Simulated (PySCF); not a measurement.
# C6H7NO: calculation and literature

Cartesian coordinates in Å; atom numbers follow the order of the lines, from 1:
```xyz
15

C     2.4741   -0.0616    0.1836
O     1.4148    0.8622    0.0886
C     0.1489    0.3923    0.0031
C    -0.8695    1.3468   -0.0799
C    -2.1762    0.9135   -0.1720
N    -2.5286   -0.3636   -0.1840
C    -1.5645   -1.2608   -0.1035
C    -0.2165   -0.9516   -0.0089
H     2.5264   -0.7037   -0.7011
H     3.3812    0.5370    0.2472
H     2.3845   -0.6818    1.0810
H    -0.6148    2.3939   -0.0713
H    -2.9899    1.6231   -0.2405
H    -1.8865   -2.2940   -0.1157
H     0.5122   -1.7436    0.0514
```

Published estimates (parent shift plus substituent increments) and measurements: δ 13C C3 164.9; C5/C7 150.7; C4/C8 109.8; δ 1H H13/H14 8.43; H12/H15 6.83 ppm (estimated from measurements, as parent shift plus tabulated substituent increment; solution, not stated per compound (mostly CDCl3 or CCl4); Pretsch, Buehlmann, Badertscher, Structure Determination of Organic Compounds, 4th ed. (2009)).

- GFN2-xTB geometry
- σ from GIAO-PBE0/pcSseg-1
- code: PySCF 2.14
- in vacuum, a single conformation, non-relativistic, rapidly exchanging positions averaged

Question: How close does the calculation come?

Answer: 
Reference values: estimated from measurements, as parent shift plus tabulated substituent increment (solution, not stated per compound (mostly CDCl3 or CCl4); Pretsch, Buehlmann, Badertscher, Structure Determination of Organic Compounds, 4th ed. (2009)).
```json
{"atoms": "C3", "quantity": "δ 13C", "reference": "164.9", "computed": "172.8", "computed, scaled": "166.3"}
{"atoms": "C5/C7", "quantity": "δ 13C", "reference": "150.7", "computed": "156.6", "computed, scaled": "150.5"}
{"atoms": "C4/C8", "quantity": "δ 13C", "reference": "109.8", "computed": "113.3", "computed, scaled": "108.2"}
{"atoms": "H13/H14", "quantity": "δ 1H", "reference": "8.43", "computed": "8.79", "computed, scaled": "8.39"}
{"atoms": "H12/H15", "quantity": "δ 1H", "reference": "6.83", "computed": "6.79", "computed, scaled": "6.50"}
```

Computed shifts are σ(ref) − σ with the named reference compound (TMS for H and C) calculated as an isolated molecule at the same level. The measured values may be among those fitted. Expected solution values come from regression of measured δ (H and C: mostly CDCl3, vs TMS) on computed σ: 13C: δ = 179.97 − 0.974σ (rms 2.1 ppm, 958 shifts, 2.3 ppm with the 13 outliers that the fit left out); 1H: δ = 30.01 − 0.943σ (rms 0.17 ppm, 504 shifts, 0.18 ppm with the 4 outliers that the fit left out). Occasional misses reach two or three times the rms, and more in compound classes unlike the fitted ones.

Question: How far are the unscaled 13C shifts from the references?

Answer: Mean signed difference +5.77 ppm, mean absolute 5.77 ppm over 3 comparisons; the largest is +7.9 ppm at C3 (aromatic carbon bearing oxygen).

Question: How far are the unscaled 1H shifts from the references?

Answer: Mean signed difference +0.16 ppm, mean absolute 0.20 ppm over 2 comparisons; the largest is +0.36 ppm at H13/H14 (hydrogen on an aromatic CH next to a ring nitrogen).

The carbons averaged at δ 113.3 differ by 10 ppm in this conformer.
